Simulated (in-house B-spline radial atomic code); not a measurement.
A fraction x of an electron is removed from 4s in the bromine ion Br⁴⁺, starting from [Ar] 3d10 4s2 4p1 and keeping the highest spin. Level of theory: non-relativistic revTPSS, spin-polarised, spherical fractional occupations, point nucleus; calculated with an all-electron radial atomic-structure program (B-spline basis).

| x | E(x) - E(0) (eV) | 4s down level (eV) |
| --- | --- | --- |
| 0 | 0.0000 | -65.266 |
| 0.06 | 3.9379 | -65.999 |
| 0.17 | 11.2714 | -67.336 |
| 0.37 | 24.9804 | -69.753 |
| 0.38 | 25.6786 | -69.874 |
| 0.5 | ? | ? |
| 0.55 | ? | ? |
| 0.69 | 47.9273 | -73.715 |
| 0.86 | 60.6554 | -76.075 |
| 0.93 | 66.0169 | -77.109 |
| 1 | 71.4462 | - |

(1) What belongs in the row x = 0.5?

(2) What belongs in the row x = 0.55?

(3) Check Janak's theorem between x = 0.06 and 0.17.

Answers

(1) An energy change of 34.1506 eV; 4s down at -71.329 eV.

(2) An energy change of 37.7324 eV; 4s down at -71.943 eV.

(3) The slope of the energy is 66.67 eV; the orbital levels give 66.67 eV (-ε of the emptying orbital, averaged over the two points).
